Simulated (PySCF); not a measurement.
Aluminum trichloride, AlCl3.
SMILES with atom numbers: `[Cl:1][Al:2]([Cl:3])[Cl:4]`

The closed-shell ground state was solved at several levels (PySCF, density fitting, gas phase, non-relativistic). Isolated species at its PBE0-D3(BJ)/def2-SVP geometry, gas phase.

```csv
level,basis functions,HOMO (eV),LUMO (eV),gap (eV),dipole (D)
PBE0/def2-SVP,72,-9.25,-1.16,8.09,0.04
PBE/def2-SVPD,105,-8.09,-2.41,5.68,0.03
"PBE0/6-311+G(2d,p)",140,-9.40,-1.61,7.79,0.04
PBE0/pcSseg-3,304,-9.42,-1.44,7.98,0.04
PBE0/aug-cc-pVTZ,200,-9.43,-1.54,7.89,0.04
```

Problem. Estimate the row for PBE0/6-31G*, a basis of 72 functions; the other rows only guide the guess.

Solution. HOMO -9.41 eV, LUMO -1.50 eV, gap 7.91 eV, dipole 0.04 D.

Problem. Over all these levels, which gives the widest orbital gap and which the narrowest?

Solution. PBE0/def2-SVP (global hybrid, 25 % exact exchange) has the widest, 8.09 eV, and PBE/def2-SVPD (GGA) the narrowest, 5.68 eV. Functional and basis both differ between the two, so the spread mixes both effects.

Problem. How much does the basis alone move the frontier levels among the 5 PBE0 rows (the withheld one included)?

Solution. The HOMO by 0.18 eV and the LUMO by 0.45 eV. By rising basis size (HOMO, LUMO in eV): def2-SVP -9.25, -1.16; 6-31G* -9.41, -1.50; 6-311+G(2d,p) -9.40, -1.61; aug-cc-pVTZ -9.43, -1.54; pcSseg-3 -9.42, -1.44.

Problem. How far do the dipole and the HOMO energy spread over the levels?

Solution. The dipole runs from 0.03 to 0.04 D (mean 0.04 D) and the HOMO from -9.43 to -8.09 eV.
